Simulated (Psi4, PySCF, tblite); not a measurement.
Intermolecular potential of HF ··· F- (SMILES F and [F-]) (charge -1). Monomers: optimised at B3LYP-D3(BJ) (def2-TZVP), held rigid. Orientation: lowest of the rigid-body minima from ten starts at GFN2-xTB. R is the distance of the centres of mass, along which the second monomer moves.

Methods: RMP2/3-21G = restricted MP2 (frozen core)/3-21G, no counterpoise correction (PySCF); GFN2-xTB (tblite); RMP2/6-31G* = PySCF with restricted MP2 (frozen core)/6-31G*, spherical d, no counterpoise correction; CCSD(T)/aug-cc-pVDZ = DF-CCSD(T)/aug-cc-pVDZ, frozen core, counterpoise-corrected run with Psi4 1.11.

Interaction energies in kcal/mol; the last columns give the difference from CCSD(T):

```
R / Å  RMP2/3-21G  GFN2-xTB  RMP2/6-31G*  CCSD(T)/aug-cc-pVDZ  RMP2/3-21G − CCSD(T)/aug-cc-pVDZ  GFN2-xTB − CCSD(T)/aug-cc-pVDZ  RMP2/6-31G* − CCSD(T)/aug-cc-pVDZ
-----  ----------  --------  -----------  -------------------  --------------------------------  ------------------------------  ---------------------------------
2.05       -64.66    -34.40       -49.20               -27.80                            -36.86                           -6.59                             -21.39
2.22       -71.27    -37.23       -54.76               -35.08                            -36.19                           -2.15                             -19.68
2.43       -68.83    -34.58       -53.16               -35.13                            -33.70                            0.55                             -18.03
2.63       -61.87    -29.91       -48.31               -31.82                            -30.05                            1.91                             -16.49
2.90       -49.79    -24.03       -40.32               -26.42                            -23.37                            2.38                             -13.91
3.21       -35.53    -19.12       -31.19               -20.90                            -14.63                            1.78                             -10.29
3.68       -19.35    -14.36       -19.51               -14.84                             -4.51                            0.48                              -4.67
4.46        -9.55     -9.75        -9.68                -9.12                             -0.42                           -0.63                              -0.56
5.42        -6.00     -6.56        -5.88                -5.68                             -0.32                           -0.87                              -0.19
6.75        -3.69     -4.17        -3.58                -3.42                             -0.27                           -0.76                              -0.16
```

RMP2/3-21G is furthest from CCSD(T)/aug-cc-pVDZ at 2.05 (-36.86 kcal/mol, below); its mean absolute difference over the points is 18.03 kcal/mol.

GFN2-xTB is furthest from CCSD(T)/aug-cc-pVDZ at 2.05 (-6.59 kcal/mol, below); its mean absolute difference over the points is 1.81 kcal/mol.

RMP2/6-31G* is furthest from CCSD(T)/aug-cc-pVDZ at 2.05 (-21.39 kcal/mol, below); its mean absolute difference over the points is 10.54 kcal/mol.
